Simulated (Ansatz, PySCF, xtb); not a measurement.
Energy difference R1 + R2 → P1 + P2, each structure at its B3LYP-D3(BJ)/def2-TZVP stationary point, reached from a drawn start (curvature not checked).
R1: SiH4 (SMILES [SiH4]), charge 0, multiplicity 1.
P1: Si2H6 (SMILES [SiH3][SiH3]), charge 0, multiplicity 1.
R2, BrH3Si (SMILES [SiH3]Br) (charge 0, multiplicity 1):
```xyz
5

Si    -0.1685     0.0075    -0.0020
Br     2.0645    -0.0917     0.0244
H     -0.5678     1.3955    -0.3038
H     -0.6667    -0.3987     1.3262
H     -0.6615    -0.9127    -1.0448
```
P2: HBr (SMILES Br), charge 0, multiplicity 1.

P less R. No zero-point or thermal terms; no spin–orbit coupling.

Frozen-core correlation throughout. In cc and def2 sets filled d and f shells under p-block atoms count as core. CBS: X⁻³ extrapolation of the correlation energy, Hartree–Fock from the larger set.

Run with Ansatz (Gaussian basis) for Hartree–Fock, density functionals and correlated methods; PySCF for the D3/D4 terms; xtb for the GFN methods. All values are computed, each at the level named.

The comparison value is 21.48 kcal/mol (CCSD(T)/CBS(def2-TZVPP, def2-QZVPP)). It is a level with limits of its own, not the exact answer.

Problem. Order these levels by how close they come to the comparison value for the reaction energy, closest first: GFN1-xTB, revPBE-D3(BJ)/def2-TZVPP, PBE-D4/def2-TZVPP, GFN2-xTB, r2SCAN/def2-TZVPP. Give each level's value less the comparison value.

Solution. r2SCAN/def2-TZVPP (-1.16 kcal/mol), revPBE-D3(BJ)/def2-TZVPP (-3.88 kcal/mol), PBE-D4/def2-TZVPP (-4.04 kcal/mol), GFN2-xTB (21.63 kcal/mol), GFN1-xTB (30.02 kcal/mol)

Ansatz is a quantum-chemistry and plane-wave program.
